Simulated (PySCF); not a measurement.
How methods differ on the ionisation energy of Al¹⁰⁺

Al¹⁰⁺ [He] 2s1 (2S) → Al¹¹⁺ 1s2 (1S), as a difference of total energies. Calculation: PySCF 2.14, in an uncontracted even-tempered set (19 s from 1.1 bohr⁻², ratio 2.2; 9 p from 1.8 bohr⁻², ratio 2.4; 6 d from 5.4 bohr⁻², ratio 2.4; 5 f from 8.1 bohr⁻², ratio 2.4; 5 g from 12 bohr⁻², ratio 2.4); the spin-free X2C one-electron Hamiltonian (Gaussian nucleus). Correlated levels: nothing frozen; virtual orbitals above 40 to 60 times the deepest correlated orbital energy dropped. The calculations carry no spin-orbit coupling.

```csv
method,ionisation energy (eV),difference from reference (eV)
UHF,441.93,-0.07
LDA,441.16,-0.84
PBE,443.09,+1.09
PBE0,442.87,+0.87
r2SCAN,441.57,-0.43
TPSSh,442.78,+0.78
B2PLYP,442.97,+0.97
MP2 (all electrons),442.08,+0.08
SCS-MP2 (all electrons),442.07,+0.07
```

Reference: 442.00 eV (theoretical estimate listed by NIST; NIST Atomic Spectra Database, ionization energies).
